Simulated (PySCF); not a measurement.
**`C=C/C=C1\C=CCCC1`, C9H12**

Cartesian coordinates in Å; atom numbers follow the order of the lines, from 1:
```xyz
21

C     2.7267    0.9598    2.7306
C     2.1488    0.5048    1.6196
C     0.7258    0.3376    1.4909
C     0.0456   -0.0947    0.4092
C     0.6601   -0.4992   -0.8360
C    -0.0436   -0.7750   -1.9362
C    -1.5309   -0.6492   -2.0097
C    -2.0531    0.2408   -0.8858
C    -1.4551   -0.2057    0.4458
H     2.1466    1.2241    3.5999
H     3.7927    1.0850    2.8108
H     2.7666    0.2554    0.7684
H     0.1566    0.6037    2.3742
H     1.7359   -0.5876   -0.8609
H     0.4577   -1.1049   -2.8357
H    -1.8212   -0.2460   -2.9834
H    -1.9769   -1.6480   -1.9308
H    -1.7594    1.2757   -1.0772
H    -3.1433    0.1996   -0.8443
H    -1.7288   -1.2507    0.6264
H    -1.8597    0.3915    1.2650
```

Method: GIAO CAM-B3LYP/pcSseg-1 magnetisability, rotational g tensor and spin-rotation constants, non-relativistic, gas phase in PySCF 2.14.0. Geometry: GFN2-xTB.

Question: Give the nuclear spin-rotation constants along the inertial axes (H = +C I·J) beside the isotropic shieldings.

Answer: Rotational constants 4.3327, 0.8894, 0.7636 GHz. A star marks the isotopologue with that one atom substituted, in its own axes.
| atom | isotope | Caa (kHz) | Cbb (kHz) | Ccc (kHz) | mean (kHz) | σ (ppm) |
| --- | --- | --- | --- | --- | --- | --- |
| H10 | 1H | -0.375 | 0.071 | -0.091 | -0.132 | 26.4 |
| H11 | 1H | 0.026 | -0.019 | -0.085 | -0.026 | 26.5 |
| H12 | 1H | -0.379 | 0.092 | -0.086 | -0.124 | 24.8 |
| H13 | 1H | -0.371 | 0.083 | -0.092 | -0.127 | 25.8 |
| H14 | 1H | -0.086 | 0.031 | -0.088 | -0.047 | 25.0 |
| H15 | 1H | -0.363 | 0.075 | -0.086 | -0.124 | 25.6 |
| H16 | 1H | -0.099 | -0.092 | -0.043 | -0.078 | 29.6 |
| H17 | 1H | -0.335 | -0.096 | 0.003 | -0.143 | 29.5 |
| H18 | 1H | -0.441 | -0.099 | 0.017 | -0.174 | 30.2 |
| H19 | 1H | -0.202 | -0.027 | -0.084 | -0.104 | 30.0 |
| H20 | 1H | -0.432 | -0.094 | 0.021 | -0.168 | 29.4 |
| H21 | 1H | -0.395 | 0.020 | -0.085 | -0.153 | 29.5 |
| C1 | 13C* | 1.423 | 0.391 | 0.111 | 0.641 | 60.4 |
| C2 | 13C* | 1.571 | 0.455 | 0.098 | 0.708 | 42.2 |
| C3 | 13C* | 1.410 | 0.410 | 0.146 | 0.655 | 48.6 |
| C4 | 13C* | 1.720 | 0.443 | 0.100 | 0.754 | 38.6 |
| C5 | 13C* | 1.502 | 0.434 | 0.097 | 0.678 | 51.9 |
| C6 | 13C* | 1.509 | 0.454 | 0.107 | 0.690 | 42.5 |
| C7 | 13C* | 0.801 | 0.146 | 0.108 | 0.352 | 154.2 |
| C8 | 13C* | 0.695 | 0.145 | 0.116 | 0.319 | 157.5 |
| C9 | 13C* | 0.735 | 0.155 | 0.135 | 0.342 | 147.8 |

For the geometry as given, no vibrational averaging.
